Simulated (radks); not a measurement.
Isoelectronic series with 34 electrons, each ion in its NIST ground configuration. Method: scalar-relativistic Kohn-Sham, SCAN, spin-polarised, spherical densities, finite nucleus; open shells are filled with parallel spins first (spin-orbit coupling, left out, can overturn this in heavy ions); meta-GGA in the generalised Kohn-Sham scheme; Fermi nuclear charge, rms radius of each element as measured or else 0.836 A^(1/3) + 0.57 fm; computed with a radial shooting solver on a logarithmic mesh with Libxc functionals. Total energies (hartree) and mean radii <r> (bohr):

| ion | configuration | E (hartree) | 4p down | 4p up |
|---|---|---|---|---|
| Se | [Ar] 3d10 4s2 4p4 | -2430.60201 | 2.330 | 2.254 |
| Kr2+ | [Ar] 3d10 4s2 4p4 | -2789.53548 | 1.741 | 1.723 |
| Sr4+ | [Ar] 3d10 4s2 4p4 | -3175.97026 | 1.444 | 1.436 |
| Zr6+ | [Ar] 3d10 4s2 4p4 | -3590.00121 | 1.249 | 1.244 |
| Mo8+ | [Ar] 3d10 4s2 4p4 | -4031.79470 | 1.107 | 1.103 |
| Ru10+ | [Ar] 3d10 4s2 4p4 | -4501.56457 | 0.9963 | 0.9940 |
| Pd12+ | [Ar] 3d10 4s2 4p4 | -4999.55470 | 0.9077 | 0.9059 |
| Cd14+ | [Ar] 3d10 4s2 4p4 | -5526.03463 | 0.8345 | 0.8330 |
| Sn16+ | [Ar] 3d10 4s2 4p4 | -6081.30444 | 0.7727 | 0.7716 |
| Te18+ | [Ar] 3d10 4s2 4p4 | -6665.68144 | 0.7198 | 0.7188 |
| Xe20+ | [Ar] 3d10 4s2 4p4 | -7279.52060 | 0.6739 | 0.6731 |
| Ba22+ | [Ar] 3d10 4s2 4p4 | -7923.1912 | 0.6336 | 0.6329 |
| Ce24+ | [Ar] 3d10 4s2 4p4 | -8597.0968 | 0.5978 | 0.5972 |
| Nd26+ | [Ar] 3d10 4s2 4p4 | -9301.6652 | 0.5660 | 0.5654 |
| Sm28+ | [Ar] 3d10 4s2 4p4 | -10037.3260 | 0.5373 | 0.5368 |
| Gd30+ | [Ar] 3d10 4s2 4p4 | -10804.6145 | 0.5114 | 0.5110 |
| Dy32+ | [Ar] 3d10 4s2 4p4 | -11604.0393 | 0.4878 | 0.4874 |
